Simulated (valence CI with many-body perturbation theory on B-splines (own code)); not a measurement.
Questions on Cd⁴³⁺

Calculated by relativistic CI+MBPT: three valence electrons over a frozen Dirac-Fock core [He], radial functions for each j: 11 s, 11 p, 10 d, 8 f, 5 g, 2 h, with the one-electron correlation potential Σ1, the two-electron term Σ2, the three-electron term Σ3, Breit, model QED; selected CI, second order for the rest, scaled by the run's own slope (own B-spline code, finite nucleus).

The last digits are not significant, and no measured levels were compared; by estimate large intervals hold to a few tenths of a per cent, small ones and those within an open d or f shell to about a per cent.

Levels are named by their leading jj configuration (3d3/2^4 stands for four electrons in 3d with j = 3/2), which in mixed levels can hold well under half, so a name can repeat and another be missing.

Rates and lifetimes use the calculated energies. Strong lines usually hold to 10 to 20 %, long lifetimes can be off by a factor of two.

Problem. What is the ground level?

Solution. (2s^2 2p1/2) J=1/2, composition 100 % 2s2 2p 2P°, g = 0.646.

Problem. Where does the other parity begin?

Solution. At (2s 2p1/2^2) J=1/2, 136.5 eV.

Problem. Among levels below 5783.0 eV, which E1 lines absorb most strongly from the ground level?

Solution. to (2s^2 3d3/2) J=3/2 at 0.3002 nm, f = 0.746; to (2s 2p1/2 3p3/2) J=3/2 at 0.2944 nm, f = 0.200; to (2s 2p1/2 3p3/2) J=1/2 at 0.2949 nm, f = 0.129.

Problem. What is the ionisation energy?

Solution. 7111.5 eV; NIST lists 7109 ± 5 eV (semi-empirical).

Problem. How well does LS coupling describe the low levels?

Solution. Among the lowest 20 levels the leading LS term, summed over configurations, holds 76 % on average. For single configurations the figures are 73 % in LS and 93 % in jj coupling. Terms mix most in the J = 3/2 level at 530.9 eV, where the leading one holds 44 %.
